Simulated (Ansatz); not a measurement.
Stepwise reaction of `C#[C][In]([Cl])[Cl]` with hydrogen, as a gas-phase model of exchange steps in deposition or etching. ΔE in kJ/mol; ΔG adds harmonic PBE0-D4 terms to CCSD(T)/CBS, at 1 bar.

Isolated molecules relaxed with PBE0-D4/def2-TZVP in Ansatz; ΔE leaves out vibrations. CCSD(T)/CBS is the MP2 limit (def2-TZVPP, def2-QZVPP) plus CCSD(T) − MP2 in def2-TZVPP, frozen cores. This one scheme is used for every species. DFT in def2-TZVPP. B3LYP here is the variant with VWN-RPA as its local correlation; programs differ in this. Elements past krypton have def2 core potentials. For In outer-core shells are correlated without core-valence functions, which leaves a few kJ/mol of doubt a bond.

| step | reaction | PBE-D4 | B3LYP-D4 | ωB97M-V | CCSD(T)/CBS | ΔG(600 K) |
| --- | --- | --- | --- | --- | --- | --- |
| 1 | `C#[C][In]([Cl])[Cl]` + H₂ → `C#[C][InH][Cl]` + HCl | 83.9 | 86.4 | 84.6 | 90.2 | 77.2 |

Problem. Give the row of step 2, `C#[C][InH][Cl]` + H₂ → `C#[C][InH2]` + HCl. (Estimate.)

Solution. Computed: 
| step | reaction | PBE-D4 | B3LYP-D4 | ωB97M-V | CCSD(T)/CBS | ΔG(600 K) |
| --- | --- | --- | --- | --- | --- | --- |
| 2 | `C#[C][InH][Cl]` + H₂ → `C#[C][InH2]` + HCl | 103.6 | 106.0 | 103.3 | 109.9 | 103.5 |

Problem. By hand: ΔE of the 2 steps together at CCSD(T)/CBS.

Solution. (90.2) + (109.9) = 200.1 kJ/mol, or 100.1 kJ/mol a step.

In ΔE each step is higher than the one before. All are uphill at CCSD(T)/CBS. ΔG lies between 77.2 and 103.5 kJ/mol a step. PBE-D4 differs from CCSD(T)/CBS by -6.3 to -6.3 kJ/mol a step. Isolated molecules leave out the surface, adducts and barriers. Largest T1 diagnostic: 0.015.
